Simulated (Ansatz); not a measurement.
Stretching the C5–H7 bond in C2H5Al (SMILES C=[CH][AlH2]) (multiplicity 1 held, fragments rigid). Energies count from the point at 1.087 Å.
Geometry at that point (charge 0, multiplicity 1):
| atom | x (Å) | y (Å) | z (Å) |
|---|---|---|---|
| Al | -0.1364 | 0.1629 | 1.1626 |
| H | -0.8151 | 1.5910 | 1.2176 |
| H | 0.1783 | -0.6444 | 2.4857 |
| C | 0.2915 | -0.5524 | -0.5896 |
| C | 0.0180 | 0.1449 | -1.6988 |
| H | 0.7594 | -1.5259 | -0.7301 |
| H | 0.2417 | -0.2199 | -2.6984 |
| H | -0.4483 | 1.1257 | -1.6579 |

R- and RO- levels are restricted; in cc, def2 and unpolarised 6-31G sets they are followed outwards from rest. Unrestricted levels (U-) break spin symmetry where that is lower. Active spaces are followed from a long bond inwards. Curves can end on different states.

Frozen-core correlation.

Programs: Ansatz (Gaussian basis) for Hartree–Fock, density functionals and correlated methods. Values without a source in brackets are computed.

Q: What energy at R = 3.480 Å does R-HF/cc-pV(T+d)Z give?

A: 186.6 kcal/mol

Q: Give the energy at R = 3.480 Å at the level FIC-MRCISD+Q on CASSCF(2,2)/cc-pV(T+d)Z.

A: 112.4 kcal/mol

Q: What is the computed energy at R = 3.480 Å (U-r2SCAN/cc-pV(T+d)Z)?

A: 108.1 kcal/mol

Doubts at one or more of the structures used: a restricted determinant that unrestricted orbitals would lower (R-HF/cc-pV(T+d)Z); a spin-contaminated determinant (U-r2SCAN/cc-pV(T+d)Z).

Ansatz is a first-principles code.
